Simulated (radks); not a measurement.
Species: Re4+. Configuration: [Kr] 4d10 4f14 5s1.75 5p6 5d3 6p0.25 (fractional occupations, a model configuration).

Calculated with a radial shooting solver on a logarithmic mesh with Libxc functionals: Dirac Kohn-Sham, PBE, spin-unpolarised, spherical densities, finite nucleus; open shells fill j = l - 1/2 first; Fermi nuclear charge, rms radius 5.3698 fm.

Energy parts (hartree):
total: -16710.7577
kinetic: 18888.0038
electron-nucleus: -41676.6407
Hartree: 6409.3006
exchange-correlation: -331.4215

Orbitals (lengths in bohr, moments of r in powers of bohr):
orbital  occ.  eigenvalue (hartree)      <r>      <r^2>
1s1/2       2             -2630.496  0.01804  0.0004481
2s1/2       2             -457.2108  0.07559   0.006819
2p1/2       2             -437.6545  0.06246   0.004859
2p3/2       4             -384.7491  0.07054   0.006057
3s1/2       2             -107.1674   0.1969    0.04448
3p1/2       2             -98.41610   0.1870    0.04075
3p3/2       4             -86.92648   0.2019    0.04730
3d3/2       4             -72.19595   0.1765    0.03659
3d5/2       6             -69.70169   0.1811    0.03838
4s1/2       2             -23.72340   0.4405     0.2193
4p1/2       2             -20.06799   0.4450     0.2256
4p3/2       4             -17.38784   0.4784     0.2604
4d3/2       4             -11.37878   0.4933     0.2821
4d5/2       6             -10.88344   0.5047     0.2950
5s1/2    1.75              -4.80939    1.027      1.183
5p1/2       2              -3.68802    1.117      1.408
4f5/2       6              -3.31757   0.5732     0.4067
5p3/2       4              -3.26645    1.208      1.645
4f7/2       8              -3.22486   0.5817     0.4192
5d3/2       3              -1.75195    1.562      2.797
5d5/2       0              -1.70524    1.600      2.931
6s1/2       0              -1.47653    2.380      6.299
6p1/2    0.25              -1.19190    2.695      8.087
6p3/2       0              -1.11725    2.860      9.103
5f5/2       0              -0.66507    3.262      12.10
5f7/2       0              -0.66320    3.278      12.21

The highest occupied level is 6p1/2 at -32.433 eV. The configuration is held as typed, so some empty levels lie below it. Summed over all electrons, <r^2> = 33.29 bohr^2, which gives a Langevin (diamagnetic) susceptibility term of -26.4 x 10^-6 cm^3/mol. The electron density at the nucleus is 1.546e+06 e/bohr^3.
